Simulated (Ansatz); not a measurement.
Geometry optimisation, RKS LDA/6-31G* in Ansatz 0.2.0.

Input:

```yaml
crystal:
  periodic: [false, false, false]
  atoms:
    - { symbol: O, position_ang: [-0.1432, 0.3498, -1.3109] }
    - { symbol: Si, position_ang: [-0.1716, -0.3607, 0.1445] }
    - { symbol: O, position_ang: [1.327, -0.2831, 0.7445] }
    - { symbol: F, position_ang: [-1.052, 0.4995, 1.1002] }
    - { symbol: H, position_ang: [-1.0192, 0.8518, -1.5273] }
    - { symbol: H, position_ang: [-0.64, -1.7353, 0.0235] }
    - { symbol: H, position_ang: [1.7603, 0.61, 0.7797] }
basis:
  gaussian: { orbitals: "6-31G*" }
hamiltonian:
  xc: lda
relax:
  f_tol: 0.015
  max_steps: 40
```

Command:

```bash
$ ansatz run input.yaml --threads 1 --pin off --max-ram 2048MiB --backend cpu --events-out ev --progress --plain --runs-dir out
```

Where does it end, and by what steps?

The run converged. After 9 steps the energy has fallen by 0.235 eV; F4 moved furthest, 0.20 Å.

```tsv
step	energy less start (eV)	largest force component (eV/Å)	accepted
0	0.0000	2.140	yes
1	-0.1734	0.863	yes
2	-0.2235	0.205	yes
3	-0.2269	0.324	yes
4	-0.2334	0.129	yes
5	-0.2345	0.070	yes
6	-0.2346	0.043	yes
7	-0.2346	0.041	yes
8	-0.2348	0.025	yes
9	-0.2348	0.002	yes
```

```xyz
7
Properties=species:S:1:pos:R:3
O -0.136 0.445 -1.278
Si -0.175 -0.328 0.170
O 1.330 -0.287 0.799
F -1.246 0.443 1.084
H -0.964 0.885 -1.553
H -0.575 -1.759 0.119
H 1.828 0.533 0.614
```

Whether the end is a true minimum wasn't checked by a vibrational analysis.

Time of the run: 12 s on 1 thread of Arm Neoverse V2, with other jobs on the host, peak memory 0.13 GiB.
